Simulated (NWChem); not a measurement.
System: BSiH4OF; SMILES B(O[SiH3])F

NWChem input:

```
start job
memory heap 200 mb stack 900 mb global 1100 mb
geometry units angstroms noautosym nocenter noautoz
  B     -0.250896     1.186600     0.722401
  F      1.017239     1.506768     0.472635
  H     -0.916141     1.924922     1.403915
  O     -0.765585     0.055380     0.215577
  Si    -0.116501    -1.163792    -0.752369
  H     -1.207108    -2.150018    -0.969446
  H      1.030335    -1.808268    -0.052453
  H      0.329120    -0.592206    -2.054359
end
basis spherical
  B library def2-svp
  F library def2-svp
  H library def2-svp
  O library def2-svp
  Si library def2-svp
end
dft
  xc hfexch
  iterations 150
end
property
  efieldgrad
end
task dft property
```

All runs use the structure optimised with PBE0/def2-SVP.

Vzz is the largest principal value of the second derivative of the potential at the nucleus (NWChem prints the opposite sign); η is the asymmetry. Non-relativistic.

Atoms are numbered as in the input.

Question: Give the results of this calculation. (Hartree-Fock/def2-SVP.) Quantities: Vzz B1 (a.u.); η B1; Vzz O4 (a.u.); η O4.

Answer: 
```json
{
 "Vzz B1 (a.u.)": "0.375",
 "η B1": "0.54",
 "Vzz O4 (a.u.)": "0.921",
 "η O4": "0.41"
}
```
